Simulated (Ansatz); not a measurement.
Computed with frozen-core CCSD(T)/cc-pVDZ // PBE0-D3(BJ)/def2-SVP (Ansatz, an electronic-structure program). The restricted HF reference is unstable towards unrestricted orbitals.

Ansatz 0.2 input:
```yaml
crystal:
  periodic: [false, false, false]
  atoms:
    - { symbol: B, position_ang: [0.146888, 2.218346, -0.235928] }
    - { symbol: C, position_ang: [0.166768, 0.688221, -0.056559] }
    - { symbol: C, position_ang: [1.374728, -0.012514, 0.192492] }
    - { symbol: C, position_ang: [2.632589, 0.660878, 0.288606] }
    - { symbol: C, position_ang: [3.729813, 1.170411, 0.381047] }
    - { symbol: C, position_ang: [1.387942, -1.415685, 0.357009] }
    - { symbol: C, position_ang: [0.220542, -2.155566, 0.280724] }
    - { symbol: C, position_ang: [-0.982464, -1.490457, 0.0363] }
    - { symbol: S, position_ang: [-2.553433, -2.214048, -0.097718] }
    - { symbol: C, position_ang: [-3.271389, -0.66562, -0.377109] }
    - { symbol: C, position_ang: [-2.374285, 0.357656, -0.371412] }
    - { symbol: C, position_ang: [-1.027933, -0.083747, -0.133354] }
    - { symbol: H, position_ang: [-0.890894, 2.798865, -0.44961] }
    - { symbol: H, position_ang: [1.16533, 2.857592, -0.165676] }
    - { symbol: H, position_ang: [4.692557, 1.640389, 0.459514] }
    - { symbol: H, position_ang: [2.339212, -1.915199, 0.546987] }
    - { symbol: H, position_ang: [0.244254, -3.240023, 0.409734] }
    - { symbol: H, position_ang: [-4.347688, -0.597645, -0.534298] }
    - { symbol: H, position_ang: [-2.65254, 1.398146, -0.530749] }
basis:
  gaussian: { orbitals: cc-pVDZ }
correlation:
  method: ccsd_t
```

Output:

```
Functional definition: HF
1951 factors; integrals over basis functions are off by at most 1.2e-3 eV
mean field evaluation 1: about -21896.9361 eV, gradient 3.9e1 eV
mean field evaluation 2: about -21897.5093 eV, gradient 3.9e1 eV
mean field evaluation 4: about -21902.8703 eV, gradient 7.5e0 eV
mean field evaluation 8: about -21903.0544 eV, gradient 4.9e-1 eV
mean field evaluation 16: about -21903.0565 eV, gradient 1.8e-6 eV
mean field -21903.05648873 eV, -804.9224795360 hartree, gradient 1.8e-6 eV, S^2 0.000000; 0 other end points of the search recorded, 0 dependent functions left out; unrestricted orbitals would lower it
16 core orbitals not correlated
reference -21903.05648873 eV, -804.9224795360 hartree; 28, 28 occupied and 163, 163 virtual orbitals, 1951 factors
second order -40.73605654 eV of doubles, -0.00000000 eV of singles
cycle   1  -40.60034938 eV  change    1.4e-1 eV  update   1.8e-1
cycle   2  -41.90024159 eV  change    -1.3e0 eV  update   5.7e-2
cycle   3  -42.20204690 eV  change   -3.0e-1 eV  update   2.6e-2
cycle   4  -42.20529786 eV  change   -3.3e-3 eV  update   8.0e-3
cycle   5  -42.20953370 eV  change   -4.2e-3 eV  update   4.2e-3
cycle   6  -42.21154807 eV  change   -2.0e-3 eV  update   1.3e-3
cycle   7  -42.21090580 eV  change    6.4e-4 eV  update   6.5e-4
cycle   8  -42.21083340 eV  change    7.2e-5 eV  update   3.0e-4
cycle   9  -42.21085445 eV  change   -2.1e-5 eV  update   1.4e-4
cycle  10  -42.21077334 eV  change    8.1e-5 eV  update   5.6e-5
cycle  11  -42.21072856 eV  change    4.5e-5 eV  update   2.4e-5
perturbative correction -2.05725811 eV, -0.0756028410 hartree
Total energy: -21947.32447540 eV, -806.5492980402 hartree
```

Cost: about 9 core-minutes (a rough figure).
